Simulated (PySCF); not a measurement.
Start geometry of `FC(F)(F)/C=C\C[SiH3]` from GFN2-xTB (Å):
```
atom  x, y, z in Å
F1    -1.1517    1.1709    1.1314
C2    -1.9461    0.5888    0.1915
F3    -2.0652    1.4848   -0.8222
F4    -3.1326    0.4982    0.7266
C5    -1.4204   -0.7408   -0.2486
C6    -0.2125   -0.9043   -0.7688
C7     0.8295    0.1205   -0.9686
Si8    2.1362    0.0617    0.4428
H9    -2.1111   -1.5416   -0.0713
H10    0.0709   -1.9185   -1.0336
H11    0.3797    1.1175   -0.9931
H12    1.3418   -0.0541   -1.9051
H13    3.1141    1.0630    0.1198
H14    1.4488    0.3335    1.7275
H15    2.7031   -1.2969    0.4530
```

Question: What comes out of this run: PySCF, PBE0-D3(BJ)/def2-SVP geometry optimisation, gas phase?

Answer: 
```
atom  x, y, z in Å
F1    -1.2359    1.3097    0.9390
C2    -2.0082    0.5959    0.1044
F3    -2.1567    1.3428   -1.0010
F4    -3.2111    0.4860    0.6715
C5    -1.4347   -0.7530   -0.1943
C6    -0.2004   -0.9511   -0.6722
C7     0.8403    0.0766   -0.9397
Si8    2.1403    0.1290    0.4468
H9    -2.1086   -1.5919   -0.0101
H10    0.0954   -1.9916   -0.8511
H11    0.4153    1.0854   -1.0470
H12    1.3801   -0.1600   -1.8717
H13    3.1872    1.1383    0.1028
H14    1.4997    0.4848    1.7447
H15    2.7861   -1.2141    0.5716
```

The energy falls by 12.8 kJ/mol over 7 energy and gradient evaluations, the largest force component goes from 0.0269 to 3.3e-04 Eh/bohr, and the atoms move by 0.065 Å rms after alignment. The bond that changes most is Si8–H13 (SiH3 silicon to Si–H hydrogen), which lengthens by 0.058 Å. Bonds longer at the end by more than 0.005 Å: 10 of 14; shorter: 3. Among the angles that change most is H13–Si8–H15, from 112.5° to 108.9°. Rotational constants go from 3288, 926.9, 874.2 to 3341, 898.9, 852.7 MHz. The orientation of the end geometry is arbitrary; only internal coordinates are fixed.

The run used 151 basis functions and 49 SCF cycles in all.

Stationary, but not proved a minimum. One conformer, not necessarily the lowest.
